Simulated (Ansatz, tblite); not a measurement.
Removing and adding an electron: `c1sc(-c2sc(-c3sc(-c4sc(-c5sc(-c6scc7c6OCCO7)c6c5OCCO6)c5c4OCCO5)c4c3OCCO4)c3c2OCCO3)c2c1OCCO2`. Total charge 0; singlet. Geometry: PBE-D4/def2-SVP. Ansatz, gas phase; energy differences of separate SCF runs; the oxidised species was run as a doublet alone; the reduced species was run as a doublet alone.

Cartesian coordinates in Å:
```
C 1.413 -5.087 -9.536
S 2.295 -4.484 -8.165
C 0.834 -3.886 -7.385
C 0.852 -3.216 -6.116
S -0.612 -2.608 -5.346
C 0.279 -1.994 -3.953
C -0.360 -1.320 -2.865
S 0.534 -0.683 -1.489
C -0.927 -0.094 -0.699
C -0.847 0.568 0.572
S 0.368 0.088 1.754
C -0.144 1.312 2.911
C 0.515 1.513 4.165
S 0.066 2.806 5.278
C 1.329 2.364 6.427
C 1.530 3.072 7.658
S 2.778 2.627 8.818
C 2.347 3.916 9.900
C 1.290 4.656 9.405
C 0.828 4.180 8.136
O -0.206 4.761 7.455
C -0.502 6.070 7.947
C -0.543 6.078 9.471
O 0.729 5.738 10.026
C 2.044 1.265 5.948
C 1.590 0.791 4.688
O 2.159 -0.277 4.051
C 3.442 -0.604 4.593
C 3.405 -0.607 6.118
O 3.086 0.692 6.623
C -1.231 2.018 2.389
C -1.618 1.617 1.078
O -2.609 2.250 0.385
C -3.450 3.024 1.239
C -2.624 3.867 2.205
O -1.846 3.035 3.067
C -2.044 -0.377 -1.487
C -1.721 -1.050 -2.701
O -2.666 -1.428 -3.615
C -3.984 -1.428 -3.062
C -4.225 -0.167 -2.239
O -3.332 -0.100 -1.128
C 1.642 -2.260 -4.108
C 1.961 -2.942 -5.313
O 3.240 -3.289 -5.649
C 4.126 -3.228 -4.528
C 3.911 -1.946 -3.732
O 2.589 -1.900 -3.189
C -0.270 -4.168 -8.191
C 0.058 -4.849 -9.407
O -0.893 -5.202 -10.326
C -2.212 -5.158 -9.779
C -2.435 -3.882 -8.976
O -1.551 -3.828 -7.853
H 1.927 -5.588 -10.363
H 2.882 4.065 10.844
H 0.267 6.794 7.587
H -1.485 6.355 7.523
H -0.796 7.088 9.850
H -1.320 5.360 9.826
H 3.704 -1.608 4.204
H 4.202 0.129 4.236
H 2.652 -1.348 6.474
H 4.395 -0.876 6.534
H -4.131 2.353 1.812
H -4.062 3.672 0.580
H -1.954 4.549 1.631
H -3.279 4.477 2.857
H -4.687 -1.484 -3.916
H -4.126 -2.329 -2.420
H -5.252 -0.163 -1.822
H -4.098 0.733 -2.884
H 3.964 -4.113 -3.868
H 5.156 -3.270 -4.934
H 4.609 -1.893 -2.873
H 4.082 -1.061 -4.389
H -2.914 -5.209 -10.635
H -2.384 -6.045 -9.124
H -3.465 -3.846 -8.571
H -2.273 -2.992 -9.628
```

The xTB rows come from tblite. Single mean-field runs in def2-TZVP are fitted with def2-universal-jkfit.

Question: Estimate orbital energies and vertical ionisation energies and electron affinities at: GFN1-xTB; GFN2-xTB; PBE-D4/def2-TZVP; PBE0-D4/def2-TZVP.

Answer: 
```json
{"level": "GFN1-xTB", "−HOMO (eV)": "9.55", "vertical IE (eV)": "10.88", "−LUMO (eV)": "8.09", "vertical EA (eV)": "6.76", "HOMO–LUMO gap (eV)": "1.46", "IE − EA (eV)": "4.12", "remarks": "–"}
{"level": "GFN2-xTB", "−HOMO (eV)": "9.05", "vertical IE (eV)": "10.34", "−LUMO (eV)": "7.66", "vertical EA (eV)": "6.38", "HOMO–LUMO gap (eV)": "1.39", "IE − EA (eV)": "3.97", "remarks": "–"}
{"level": "PBE-D4/def2-TZVP", "−HOMO (eV)": "3.61", "vertical IE (eV)": "4.90", "−LUMO (eV)": "2.11", "vertical EA (eV)": "0.94", "HOMO–LUMO gap (eV)": "1.50", "IE − EA (eV)": "3.96", "remarks": "HOMO above zero (-1 doublet)"}
{"level": "PBE0-D4/def2-TZVP", "−HOMO (eV)": "4.35", "vertical IE (eV)": "5.21", "−LUMO (eV)": "1.64", "vertical EA (eV)": "0.86", "HOMO–LUMO gap (eV)": "2.72", "IE − EA (eV)": "4.35", "remarks": "HOMO above zero (-1 doublet)"}
```

   A HOMO above zero means that the electron is unbound at that level or that self-interaction error raises the level; the energy of removing that electron tells which. Raw xTB energy differences between charge states are shifted by several eV; the methods need an empirical correction for them. Sets without diffuse functions give affinities that are too small.
